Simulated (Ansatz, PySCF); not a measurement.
Gas-phase reaction in SMILES: C[C@H](Cl)CCCl + 5 [H][H] (H2) -> 4 C (CH4) + 2 Cl (HCl)
Structures are relaxed separately at B3LYP-D3(BJ)/def2-TZVP in Ansatz (a program for electronic structure), one conformer each, not searched for the lowest. Frequencies are from PySCF.
Geometry of the first species:
```
C
H 1 1.0876
C 1 1.5149 2 110.81
H 3 1.0888 1 111.02 2 57.06
H 3 1.0908 4 108.48 1 -122.17
H 3 1.0929 4 108.43 5 -117.62
C 1 1.5200 2 110.00 3 -125.55
H 7 1.0937 1 107.81 2 70.81
H 7 1.0944 8 107.23 1 -117.25
C 7 1.5147 8 109.20 9 -116.76
H 10 1.0862 7 111.69 8 -176.56
H 10 1.0865 11 109.66 7 123.67
Cl 10 1.8105 11 106.31 12 114.21
Cl 1 1.8280 2 104.09 7 -117.24
```

Property: energy of full hydrogenation (enthalpy at 298 K, with B3LYP-D3(BJ) rigid-rotor harmonic-oscillator terms), in kcal/mol. Correlated levels leave the core frozen unless marked. No spin-orbit coupling. Non-relativistic. CBS marks a two-point X^-3 extrapolation of the correlation energy; Hartree-Fock from the larger set.

From measured enthalpies of formation at 298 K: -68.7 kcal/mol (C[C@H](Cl)CCCl -46.6, CRC Handbook; [H][H] (H2) 0.0, ATcT 1.112; C (CH4) -17.8, ATcT 1.112; Cl (HCl) -22.0, ATcT 1.112). It holds spin-orbit effects, and any other conformers, which the calculations lack, and core correlation, which the frozen-core levels lack. This is an older compilation, not checked against later work.

**Question.** Rank these levels by their absolute error against the measured value, smallest first: CCSD/6-31G (Ansatz); CCSD(T)/CBS(cc-pV(T+d)Z,cc-pV(Q+d)Z) (Ansatz); B2GP-PLYP/def2-TZVPD (Ansatz); MP2/CBS(cc-pV(T+d)Z,cc-pV(Q+d)Z) (Ansatz).

**Answer.** CCSD(T)/CBS(cc-pV(T+d)Z,cc-pV(Q+d)Z) (-68.7 kcal/mol, error 0.0), B2GP-PLYP/def2-TZVPD (-71.1 kcal/mol, error -2.4), MP2/CBS(cc-pV(T+d)Z,cc-pV(Q+d)Z) (-64.3 kcal/mol, error 4.4), CCSD/6-31G (-58.4 kcal/mol, error 10.3)
